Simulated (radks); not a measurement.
Values are calculated unless marked as measured or tabulated.
All-electron atom: Hf+ in [Xe] 4f14 5d1 6s1 5f1 (not the ground configuration). Code: a radial shooting solver on a logarithmic mesh with Libxc functionals. Model: scalar-relativistic Kohn-Sham, PW91, spin-polarised, spherical densities, point nucleus; open shells are filled with parallel spins first (spin-orbit coupling, left out, can overturn this in heavy ions).

Normalised radial functions P(r) = r R(r), r in bohr:

```
   r/bohr * 4f up, o 5d up (the largest magnitude, 1.19, reaches the edge; | marks zero, & curves that meet)
 0.003711                             &
 0.006093                             &
  0.01009                             &
  0.01656                             &
  0.02742                             *o
  0.04502                             * o
  0.07453                             |* o
   0.1234                             |    &
   0.2026                             |o            *
   0.3354                       o     |                        *
   0.5507                         o   |                          *
   0.9116                             |        o        *
    1.497                             |      *         o
    2.478                             | *          o
    4.102                             *    o
    6.736                             *o
    11.15                             &
    18.31                             &
```

4f up: eigenvalue -30.913 eV, 0 radial nodes, <r> = 0.676 bohr, 90 % of the charge inside 1.15 bohr. 5d up: eigenvalue -15.336 eV, 2 radial nodes at r = 0.220, 0.665 bohr, <r> = 2.06 bohr, 90 % of the charge inside 3.19 bohr.
